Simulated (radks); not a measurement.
Neutral bromine inside a hard spherical wall (all orbitals vanish at R), configuration held at [Ar] 3d10 4s2 4p5 and not refilled when levels cross. All-electron calculation, scalar-relativistic Kohn-Sham, LDA (Slater exchange, VWN5 correlation), spin-polarised, spherical densities, finite nucleus; open shells are filled with parallel spins first; Fermi nuclear charge, rms radius 4.1629 fm. Program: a radial shooting solver on a logarithmic mesh with Libxc functionals. Eigenvalues in eV for spin up, with the zero of energy where the potential of the charges vanishes at infinity; a dash marks a level that is unbound or too diffuse for the functional's potential to be trusted. A positive occupied level is held by the wall or, in an anion where self-interaction has pushed it up, behind a barrier. The pressure on the wall is -dE/dV.

\begin{tabular}{lrrrrrrrrr}
R (bohr) & E (hartree) & kinetic (hartree) & e(3p) & e(3d) & e(4s) & e(4p) & e(5s, empty) & e(5p, empty) & pressure (GPa) \\ \hline
free & -2603.11535 & 2658.458 & -173.24 & -67.041 & -20.645 & -8.304 & -0.471 & - & 0 \\
10 & -2603.11533 & 2658.458 & -173.23 & -67.038 & -20.643 & -8.302 & -0.063 & 1.801 & 0.000826 \\
8 & -2603.11485 & 2658.464 & -173.20 & -67.001 & -20.612 & -8.273 & 0.698 & 3.337 & 0.0280 \\
3.5 & -2602.52984 & 2661.375 & -164.27 & -58.169 & -13.848 & -0.493 & 33.784 & 45.189 & 192 \\
3 & -2601.70726 & 2664.659 & -157.55 & -51.560 & -8.013 & 6.570 & 58.381 & 72.608 & 660 \\
2.5 & -2599.53613 & 2672.283 & -145.85 & -40.082 & 4.472 & 21.523 & 107.13 & 124.95 & 2600 \\
1.5 & -2569.49128 & 2761.463 & -75.336 & 32.128 & 137.27 & 167.73 & 501.92 & 523.15 & 94400 \\
\end{tabular}
